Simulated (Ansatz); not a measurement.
`FC1([SiH3])BO1` → `FC1BO1` + `[SiH2]`  (silylene formation by 1,1-elimination)

Isolated molecules relaxed with PBE0-D4/def2-TZVP in Ansatz; ΔE leaves out vibrations. CBS: MP2 limit from def2 TZ/QZ plus the TZ coupled-cluster correction, frozen cores. This one scheme is used for every species. Functionals use def2-TZVPP.

`FC1([SiH3])BO1`:

Z-matrix (Å, degrees):
```
C
Si 1 1.886
B 1 1.517 2 130.1
F 1 1.371 2 112.6 3 -169.8
O 1 1.475 2 115.5 3 61.8
H 2 1.484 1 110.2 3 -129.5
H 2 1.483 1 108.4 3 109.8
H 2 1.484 1 107.2 3 -9.2
H 3 1.182 1 160.2 2 -92.0
```

`FC1BO1`:

Z-matrix (Å, degrees):
```
C
B 1 1.508
O 1 1.454 2 53.6
F 1 1.353 2 120.6 3 -96.7
H 1 1.085 2 128.7 3 92.0
H 2 1.182 1 161.4 3 174.8
```

`[SiH2]`:

Cartesian coordinates in Å:
```
Si -0.390 0.192 0.563
H 0.411 0.951 -0.490
H -0.021 -1.144 -0.074
```

```json
{"level": "B97M-V", "ΔE (eV)": "2.24"}
{"level": "r2SCANh-D4", "ΔE (eV)": "2.51"}
{"level": "revPBE", "ΔE (eV)": "2.13"}
{"level": "MP2/CBS(def2)", "ΔE (eV)": "2.49"}
```

(1) What does CCSD(T)/CBS give? (Best estimate.)

(2) What do rigid-rotor, harmonic-oscillator terms from PBE0-D4/def2-TZVP frequencies (298.15 K, 1 bar) make of the CCSD(T)/CBS value? (Estimate.)

Largest T1 diagnostic among the species: 0.016.

## Answers

(1) Computed: +2.30 eV. The listed levels differ from it by -0.06, 0.21, -0.17, 0.19 eV.

(2) Ansatz gave: ΔZPE = -0.07 eV, ΔH = +2.27 eV, ΔS = 152 J/(mol·K), ΔG = +1.80 eV.

From PBE to PBE0 (25 % exact exchange), in def2-TZVPP and without D4, ΔE moves by +0.05 eV. At CCSD(T), def2-SVP lies −0.18 eV from the extrapolated value and def2-TZVPP −0.08 eV. Leaving LDA and LC-ωPBE aside and taking each functional with its dispersion term where it has one, the values, not all of them listed here, spread over 0.31 eV, from BLYP-D4 to r2SCAN-D4. LDA lies +0.34 eV from PBE without D4.
